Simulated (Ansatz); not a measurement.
## Bend profile

CH₆NSn (SMILES C[NH][SnH2+]) (charge +1), closed shell, at its PBE0-D4/def2-TZVP minimum:

```
9
angstrom
C -0.4431 1.0358 -0.7022
N 0.2250 -0.2390 -0.4779
Sn 0.4357 -1.1885 1.1851
H -1.2707 0.9107 -1.4039
H 0.2597 1.7640 -1.1130
H -0.8409 1.4306 0.2329
H 0.6155 -0.6517 -1.3155
H 1.2654 -2.6425 1.0836
H -0.2466 -0.4194 2.5108
```

The angle H6–C1–H4 (108.4° at the minimum) is set to the values below, H6, with anything bonded beyond it, turning rigidly in the plane of the angle. Each method's energies count from its own value at the PBE0-D4 minimum structure. Program: Ansatz 0.2.0. Basis: def2-TZVPP. Cores are frozen in the correlated methods. Filled d shells of the heavier atoms are correlated. Core potentials replace the inner electrons of the atoms past krypton. The def2 sets are not built for correlating such inner shells, so the correlated values are less sure here.

CCSD(T) energies along the scan:
```json
{"angle (°)": "78.4", "CCSD(T) (eV)": "0.775"}
{"angle (°)": "85.9", "CCSD(T) (eV)": "0.442"}
{"angle (°)": "93.4", "CCSD(T) (eV)": "0.200"}
{"angle (°)": "100.9", "CCSD(T) (eV)": "0.052"}
{"angle (°)": "108.4", "CCSD(T) (eV)": "0.000"}
{"angle (°)": "115.9", "CCSD(T) (eV)": "0.046"}
{"angle (°)": "123.4", "CCSD(T) (eV)": "0.191"}
{"angle (°)": "130.9", "CCSD(T) (eV)": "0.437"}
{"angle (°)": "138.4", "CCSD(T) (eV)": "0.784"}
```
They count from the CCSD(T) energy at the PBE0-D4 minimum.

Minimum and curvature along this coordinate at CCSD(T): A fifth-order fit through the nearest points gives 108.7°, with a curvature of about 1.7 meV/deg².

Largest difference from the CCSD(T) curve over the scan: PBE-D4 0.063; wB97M-V 0.033; HF 0.112 eV. Each curve counts from its own value at the minimum.

No T1 diagnostic of these runs exceeds 0.021.

For scale, one of the runs: CCSD(T)/def2-TZVPP, 196 basis functions, launched by `ansatz run in.yaml --threads 2 --pin off --events-out ev --progress --plain --max-ram 4352MiB`. The run took 88 s on 2 CPU threads of an AMD EPYC 7R43 (shared host), with 2.6 GiB of host memory at its peak.
